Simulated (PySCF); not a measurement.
## Electron correlation in Ne²⁺ (neon, charge +2)

[He] 2s2 2p4, high-spin 3P determinant. Calculation: PySCF 2.14, in cc-pVTZ (4s3p2d1f, 30 functions); the non-relativistic Hamiltonian (point nucleus). Frozen: 1s2; 6 electrons correlated.

MP2 pair energies summed by pair of shells (mhartree):

```csv
pair,energy,share (%)
2p-2p,-67.60,47.2
2s-2p,-66.06,46.1
2s-2s,-9.67,6.7
```

Total MP2 correlation energy: -143.33 mhartree.

Same-spin part -34.75 and opposite-spin part -108.58 mhartree; SCS-MP2 scales them by 1/3 and 6/5 to -141.88 mhartree.

| level | correlation energy (mhartree) |
| --- | --- |
| CCSD | -157.54 |
| (T) | -1.47 |
| CCSD(T) | -159.01 |

Diagnostics: T1 = 0.0028, D1 = 0.0060, largest double amplitude 0.026.

Task: Is a single reference adequate?

Result: Yes: T1 lies below 0.03 and no double amplitude reaches 0.07.
